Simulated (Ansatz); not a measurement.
Consider the formal exchange of groups at a C–C bond: `CC(F)(CF)C(F)F` + `CBS` → `CB(S)CF` + `CC(F)C(F)F`.

Computed with Ansatz on PBE0-D4/def2-TZVP structures; ΔE is electronic, products minus reactants. CCSD(T)/CBS adds triple-zeta CCSD(T) − MP2 to the extrapolated MP2 energy (def2 sets, frozen cores). Functionals use def2-TZVPP. B3LYP here is the variant with VWN-RPA as its local correlation; programs differ in this. One conformer a species, not always the lowest.

```tsv
level	ΔE (kJ/mol)	difference from CCSD(T)/CBS
r2SCAN-D4	-19.2	-2.6
B2PLYP	-20.5	-3.9
r2SCAN	-19.7	-3.1
B3LYP	-24.9	-8.3
HF/def2-TZVPP	-18.5	-1.9
SCS-MP2/def2-TZVPP	-15.1	1.5
MP2/def2-QZVPP	-16.6	0.0
SCS-MP2/def2-QZVPP	-16.6	0.0
MP2/CBS(def2)	-17.6	-1.0
CCSD/CBS(def2)	-17.8	-1.2
CCSD(T)/CBS	-16.6	0
```

Largest T1 diagnostic among the species: 0.013.

In def2-TZVPP, CCSD(T) changes the Hartree–Fock value by +4.6 kJ/mol (the triples alone add +1.2 kJ/mol) and MP2 by +3.6 kJ/mol.
